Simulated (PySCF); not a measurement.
**Where the electron goes**

Compound: C4H10O2Si.
Structure used (GFN2-xTB), in Å, numbered top down from 1:
```xyz
17
C4H10O2Si angstrom
C     -2.1896    1.0543    0.3630
C     -1.6638   -0.3508    0.1222
O     -0.2749   -0.3513    0.3750
C      0.3847   -1.5239    0.1328
C      1.7116   -1.5529    0.0953
O      2.5070   -0.4834    0.2625
Si     2.1273    1.0854    0.5077
H     -1.9634    1.3637    1.3793
H     -1.7132    1.7501   -0.3223
H     -3.2651    1.0783    0.2113
H     -1.8595   -0.6585   -0.9154
H     -2.1619   -1.0668    0.7933
H     -0.2087   -2.4152   -0.0112
H      2.2480   -2.4763   -0.0680
H      1.4076    1.6763   -0.6201
H      1.4080    1.3016    1.7593
H      3.4989    1.5814    0.5746
```

Level of theory: TDDFT B3LYP/def2-SVPD, vertical, gas phase, core orbitals frozen in the response (PySCF).

Kohn–Sham orbitals with the atoms that hold most of them (Löwdin shares over 4%, at most four atoms; ? is withheld):

| orbital | ε (eV) | atoms |
| --- | --- | --- |
| HOMO-3 | -9.24 | Si7 18%, O3 12%, H16 12%, C2 10% |
| HOMO-2 | -8.99 | Si7 18%, O6 17%, O3 16%, H15 14% |
| HOMO-1 | -8.43 | ? |
| HOMO | -5.88 | C5 24%, C4 24%, O3 22%, O6 17% |
| LUMO | 0.24 | ? |
| LUMO+1 | 0.36 | Si7 20%, C1 16%, C2 8%, H15 8% |
| LUMO+2 | 0.55 | C5 28%, C4 27%, O6 9%, O3 8% |

Problem. Which atoms hold the LUMO, and with what shares?

Solution. Si7 (bonded to O and 3 H) 24%; C4 (bonded to C, O and H) 10%; C5 (bonded to C, O and H) 9%; O6 (bonded to C and Si) 9%. By element: silicon 24%, carbon 19% or more, oxygen 9% or more.

Problem. Give the leading atoms of the HOMO-1.

Solution. Si7 (bonded to O and 3 H) 24%; O6 (bonded to C and Si) 23%; H17 (bonded to Si) 18%; H16 (bonded to Si) 8%. By element: hydrogen 27% or more, silicon 24%, oxygen 23% or more.

Problem. How does S1 compare with the orbital gap of 6.12 eV?

Solution. S1 is at 5.15 eV (f = 0.011), 0.97 eV below the gap, made of HOMO→LUMO (96%). Without the coupling terms of the response equations the lowest excitation would equal the gap.

Problem. Give energy, strength and leading configuration of S1 and S2, and follow the Löwdin shares of the leading atoms from the occupied to the empty orbital.

Solution. 
- S1 (5.15 eV, f 0.011), HOMO→LUMO (96%): C5 24% → 9%, C4 24% → 10%, Si7 at most 13% → 24%
- S2 (5.48 eV, f 0.016), HOMO→LUMO+1 (95%): C5 24% → at most 8%, C4 24% → at most 8%, Si7 at most 13% → 20%, C1 at most 13% → 16%

One conformer stands for the species.
